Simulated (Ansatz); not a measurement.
Saddle point of CH5GaS, closed shell (CH₅GaS ([CH3][GaH][SH]) → GaHS ([S][GaH]) + CH₄; bonds formed: C2–H4; bonds broken: Ga1–C2, S3–H4), PBE0-D4/def2-TZVP structure:

```
8
angstrom
Ga -1.2447 0.1209 0.4468
C 0.8811 0.0680 -0.0450
S -1.8043 -0.9231 -1.2933
H -0.1660 -0.4959 -0.8450
H -1.4795 0.8543 1.7868
H 1.2609 -0.4168 0.8582
H 1.0962 1.1397 -0.0267
H 1.4564 -0.3471 -0.8819
```

Energies are electronic, without zero-point energy. Barriers and step energies count from the start structure reached by relaxing down the imaginary mode; all methods use the PBE0-D4 structures, on which another method's saddle can fall below an end. Program: Ansatz 0.2.0. Basis: def2-TZVPP, with def2-QZVPP for the basis limit. Cores are frozen in the correlated methods. Filled d shells of the heavier atoms are correlated. The def2 sets are not built for correlating such inner shells, so the correlated values are less sure here. B3LYP uses VWN-RPA correlation. Extrapolation: Hartree–Fock as exp(−7.88 √X), correlation as X^−2.97.

| method | barrier (kJ/mol) | step energy (kJ/mol) |
| --- | --- | --- |
| SPW92 | 166.4 | 64.4 |
| PBE-D4 | 183.2 | 44.3 |
| BLYP-D4 | 198.3 | 31.3 |
| r2SCAN-D4 | 195.5 | 50.3 |
| B97M-V | 205.2 | 41.1 |
| PBE0-D4 | 203.1 | 56.4 |
| B3LYP-D4 | 213.6 | 42.6 |
| r2SCAN0-D4 | 209.6 | 58.5 |
| BHLYP-D4 | ? | 55.2 |
| CAM-B3LYP-D4 | 226.2 | 55.0 |
| wB97X-V | 228.4 | 63.3 |
| wB97M-V | ? | 56.8 |
| B2PLYP | 216.4 | 42.5 |
| PBE-QIDH | 215.6 | 61.3 |
| RPA on PBE | ? | 47.5 |
| HF | 279.7 | 52.9 |
| MP2 | 212.6 | 52.6 |
| CCSD | 234.5 | 57.1 |
| CCSD(T) | 220.7 | 52.5 |

(1) Fill in the withheld barriers. (An estimate is asked for; the value comes from the calculation.)

The T1 diagnostic stays at or below 0.018.

Answers

(1) Computed: wB97M-V 221.3; RPA on PBE 219.4; BHLYP-D4 237.6 kJ/mol. Each is the energy of the saddle less that of the start structure, by the same method.

For comparison, the barrier by CCSD(T) at an estimated basis limit (MP2 extrapolated from triple and quadruple zeta, plus CCSD(T) − MP2 in triple zeta) is 216.8 kJ/mol.

Labels in which every atom is bracketed show which atoms are joined, not bond orders.

For scale, one of the runs: CCSD(T)/def2-TZVPP, 191 basis functions, launched by `ansatz run in.yaml --threads 4 --pin off --events-out ev --progress --plain --max-ram 9574MiB`. The run took 2.1 min on 4 CPU threads of an Intel Xeon (shared host), with 2 GiB of host memory at its peak.
